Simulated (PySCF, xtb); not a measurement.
CH8FNOSi2, SMILES C[Si@H]([Si@H](N)F)O. One conformer was computed; it need not be the lowest.

Harmonic wavenumbers (cm⁻¹) from GFN2-xTB (xtb) at its own minimum, in rising order: 21, 87, 121, 144, 159, 170, 181, 211, 248, 284, 453, 466, 599, 656, 671, 693, 720, 763, 779, 802, 809, 839, 873, 915, 1379, 1493, 1497, 1515, 2121, 2219, 3012, 3029, 3056, 3477, 3536, 3683.

What does PBE-D3(BJ)/def2-SVP (PySCF) give at its own minimum? (Estimate from the structure and the level; the computed values follow.)

37, 94, 126, 155, 184, 217, 249, 286, 345, 433, 497, 556, 608, 658, 706, 734, 763, 787, 805, 838, 873, 886, 903, 985, 1214, 1376, 1382, 1501, 2114, 2159, 2976, 3076, 3084, 3462, 3555, 3604. Paired by order, the mean absolute difference is 49 cm⁻¹ and the zero-point energies are 59.6 and 60.4 kcal/mol.
